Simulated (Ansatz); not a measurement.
One geometry of `C=[N][AlH][CH2]C`, several functionals.

```yaml
crystal:
  periodic: [false, false, false]
  atoms:
    - {symbol: C, position_ang: [0.289953, 2.083170, 2.491959]}
    - {symbol: N, position_ang: [0.469579, 1.162904, 1.677117]}
    - {symbol: Al, position_ang: [0.716619, -0.128849, 0.517501]}
    - {symbol: C, position_ang: [-0.528432, -0.291192, -0.985634]}
    - {symbol: C, position_ang: [-0.366797, -1.549205, -1.839249]}
    - {symbol: H, position_ang: [0.736537, 3.082646, 2.366627]}
    - {symbol: H, position_ang: [-0.327065, 1.962506, 3.396843]}
    - {symbol: H, position_ang: [1.958112, -1.077560, 0.784071]}
    - {symbol: H, position_ang: [-0.414727, 0.604373, -1.609761]}
    - {symbol: H, position_ang: [-1.549262, -0.226325, -0.590133]}
    - {symbol: H, position_ang: [-0.524661, -2.459724, -1.254485]}
    - {symbol: H, position_ang: [-1.075991, -1.575174, -2.672175]}
    - {symbol: H, position_ang: [0.636532, -1.622269, -2.267982]}
basis:
  gaussian: {orbitals: def2-TZVPP}
hamiltonian: {xc: pbe, dispersion: d4}
output: {forces: true, orbitals: {seedname: orbitals}}
```

```sh
$ ansatz run in.yaml --threads 4 --pin off --events-out ev --progress --plain --max-ram 10444MiB
```

It prints (some lines left out):

```
Functional definition: PBE
1436 factors; their error is unknown
mean field evaluation 1: about -11298.5003 eV, gradient 9.8e1 eV
mean field evaluation 2: about -11228.6684 eV, gradient 1.7e2 eV
mean field evaluation 4: about -11318.6157 eV, gradient 2.7e1 eV
mean field evaluation 8: about -11320.2341 eV, gradient 2.6e-1 eV
mean field evaluation 16: about -11320.2030 eV, gradient 1.1e-2 eV
mean field -11320.20300309 eV, -416.0097872544 hartree, gradient 1.4e-5 eV, S^2 0.000000; 0 other end points of the search recorded, 0 dependent functions left out
reference -11320.20305991 eV, -416.0097893424 hartree; 23, 23 occupied and 255, 255 virtual orbitals, 1436 factors
Total energy: -11320.42879923 eV, -416.0180851096 hartree
Atom 0 at     0.289953     2.083170     2.491959 Å, force    -0.083446     0.415657     0.366228 eV/Å
Atom 1 at     0.469579     1.162904     1.677117 Å, force     0.094702    -0.418872    -0.355323 eV/Å
Atom 2 at     0.716619    -0.128849     0.517501 Å, force     0.070674    -0.161047    -0.100148 eV/Å
Atom 3 at    -0.528432    -0.291192    -0.985634 Å, force     0.007732     0.021196     0.029335 eV/Å
Atom 4 at    -0.366797    -1.549205    -1.839249 Å, force     0.016271    -0.003390     0.017194 eV/Å
Atom 5 at     0.736537     3.082646     2.366627 Å, force     0.094532     0.236032    -0.012247 eV/Å
Atom 6 at    -0.327065     1.962506     3.396843 Å, force    -0.139569    -0.009075     0.212839 eV/Å
Atom 7 at     1.958112    -1.077560     0.784071 Å, force     0.087698    -0.056709     0.028337 eV/Å
Atom 8 at    -0.414727     0.604373    -1.609761 Å, force     0.018185     0.174189    -0.111207 eV/Å
Atom 9 at    -1.549262    -0.226325    -0.590133 Å, force    -0.193018     0.021012     0.076377 eV/Å
Atom 10 at    -0.524661    -2.459724    -1.254485 Å, force    -0.026948    -0.182898     0.105640 eV/Å
Atom 11 at    -1.075991    -1.575174    -2.672175 Å, force    -0.139939    -0.010746    -0.170098 eV/Å
Atom 12 at     0.636532    -1.622269    -2.267982 Å, force     0.193125    -0.025350    -0.086929 eV/Å
Dipole moment:    -0.150280     0.201998     0.056507 e Å
```

Hardware: 4 threads of an Arm Neoverse V1 on a shared host. Wall time 2.8 s, peak host memory 0.35 GiB.

With the line `hamiltonian: {xc: {name: r2SCANh}, dispersion: d4}` and no forces (abridged; 6 s):

```
Functional definition: r2SCANh
mean field evaluation 16: about -11326.4375 eV, gradient 1.9e-4 eV
mean field -11326.43748537 eV, -416.2389002524 hartree, gradient 1.6e-5 eV, S^2 0.000000
Total energy: -11326.49901312 eV, -416.2411613555 hartree
```

With the line `hamiltonian: {xc: {name: BHLYP}, dispersion: d4}` and no forces (abridged; 3.4 s):

```
Functional definition: BHLYP
mean field evaluation 16: about -11327.5010 eV, gradient 2.6e-4 eV
mean field -11327.50098174 eV, -416.2779830231 hartree, gradient 4.4e-5 eV, S^2 0.000000
Total energy: -11327.77461951 eV, -416.2880390256 hartree
```

With the line `hamiltonian: {xc: lda}` and no forces (abridged; 1.4 s):

```
Functional definition: SPW92
mean field evaluation 16: about -11258.5431 eV, gradient 4.4e-4 eV
mean field -11258.54309579 eV, -413.7438274555 hartree, gradient 8.4e-5 eV, S^2 0.000000
Total energy: -11258.54314853 eV, -413.7438293938 hartree
```

Changing it to `hamiltonian: {xc: {name: revPBE}, dispersion: d4}` and no forces (abridged; 2.3 s):

```
Functional definition: revPBE
mean field evaluation 16: about -11327.5001 eV, gradient 4.4e-4 eV
mean field -11327.50006946 eV, -416.2779494974 hartree, gradient 7.1e-5 eV, S^2 0.000000
Total energy: -11328.20721774 eV, -416.3039367171 hartree
```

The same input with `hamiltonian: {xc: {name: B2PLYP}}` and no forces (abridged; 6.5 s):

```
Functional definition: B2PLYP
mean field evaluation 16: about -11315.9016 eV, gradient 2.7e-4 eV
mean field -11315.90157217 eV, -415.8517125837 hartree, gradient 8.5e-7 eV, S^2 0.000000
9 core orbitals not correlated: weight in the atoms' cores, before any rotation towards them, 1.000 or more for the frozen orbitals, at most 0.000 for the correlated occupied ones
second order -26.23232421 eV of doubles, -0.00000000 eV of singles
Total energy: -11322.98451946 eV, -416.1120060956 hartree
```
